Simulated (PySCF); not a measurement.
**Computed properties of C2H6BFO, SMILES C(O)B(C)F**

C2H6BFO, SMILES FB(CO)C. The structure is a stationary point at ωB97X-D3(BJ)/def2-SVP. The structure was generated by enumeration, and PubChem lists no compound with its InChIKey, so it may never have been made. One conformer was computed; it need not be the lowest. All values are computed for the isolated molecule unless a solvent is named; none is compared with measurement here.

**Structure.** All 27 harmonic modes at ωB97X-D3(BJ)/def2-SVP (PySCF) are real, so it is a minimum. With heavy atoms numbered as in [CH3:1][B:2]([F:3])[CH2:4][OH:5], the shortest bond between them is B2–F3 at 1.342 Å and the longest B2–C4 at 1.581 Å.

**Vibrations.** The strongest infrared lines (harmonic, unscaled, degenerate partners summed) lie at 1374 cm⁻¹ (187 km/mol, H 43 %, B 32 %, C 19 %), 1195 cm⁻¹ (168 km/mol, H 51 %, B 21 %, O 13 %, C 12 %), 294 cm⁻¹ (79 km/mol, H 82 %, B 9 %). The softest mode is at 38 cm⁻¹ and the zero-point energy is 53.7 kcal/mol.

**Electronic structure.** CAM-B3LYP/def2-TZVP (PySCF) places the frontier levels at -9.59 and 1.15 eV, a gap of 10.74 eV, and gives a dipole moment of 1.60 D and a mean polarisability of 42.0 bohr³. PBE/def2-TZVP (PySCF) at the same geometry gives -6.36 and -1.02 eV, so its gap is 5.40 eV narrower. An orbital gap is neither the optical nor the fundamental gap.

**Excitations.** TDDFT-B3LYP/def2-SVPD (PySCF) has S1 at 6.47 eV (192 nm, f = 0.000, dark); the most intense of the 10 singlets computed lies at 8.90 eV (f = 0.05). T1 (TDA) is at 5.99 eV. TDDFT-PBE/def2-SVPD (PySCF) puts S1 at 5.49 eV. No vertical singlet excitation falls in the visible range (under 3.1 eV).

**NMR.** GIAO shifts at KT2/pcSseg-1 (PySCF) (non-relativistic, atoms alike by connectivity averaged): ¹³C from 6.0 to 62.8 ppm against TMS; ¹H from -0.2 to 4.0 ppm against TMS; ¹⁹F at -56.3 ppm against CFCl3; ¹¹B at 49.3 ppm against BF3.
